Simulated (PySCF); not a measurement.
**UHF on Mo⁺ (molybdenum, charge +1)**

Configuration: [Kr] 4d4 5s1, 5s spin antiparallel (an excited configuration). All numbers are calculated (PySCF 2.14, a scalar-relativistic core potential, in aug-cc-pwCVTZ-PP with ECP28MDF).

| Item | Value |
| --- | --- |
| Total energy | -67.015822 hartree |
| One-electron energy | -111.3939 hartree |
| Hartree (Coulomb) energy | 51.4536 hartree |
| Exchange energy | -7.0756 hartree |
| ⟨S²⟩ | 4.7217 |
| ⟨L²⟩ | 6.440 |
| Sum of ⟨r⟩ | 20.13 bohr |
| Sum of ⟨r²⟩ | 40.54 bohr² |
| Traceless quadrupole moment −½Σ⟨3z² − r²⟩ along its main axis | 0.360 e·bohr² |

| shell | electrons | mean orbital energy (hartree) | spread (hartree) | rms radius, mean of both spins (bohr) |
| --- | --- | --- | --- | --- |
| 4s α | 1 | -3.38484 | 0 | 1.19 |
| 4s β | 1 | -3.18772 | 0 | 1.19 |
| 4p α | 3 | -2.26774 | 0.03414 | 1.33 |
| 4p β | 3 | -1.99831 | 0.04499 | 1.33 |
| 4d α | 4 | -0.70230 | 0.04333 | 1.89 |
| 5s β | 1 | -0.45788 | 0 | 3.58 |

Energies and moments cover only the electrons outside the core potential. With the s spin flipped the determinant is a mixture of two multiplicities, not a spectroscopic state.
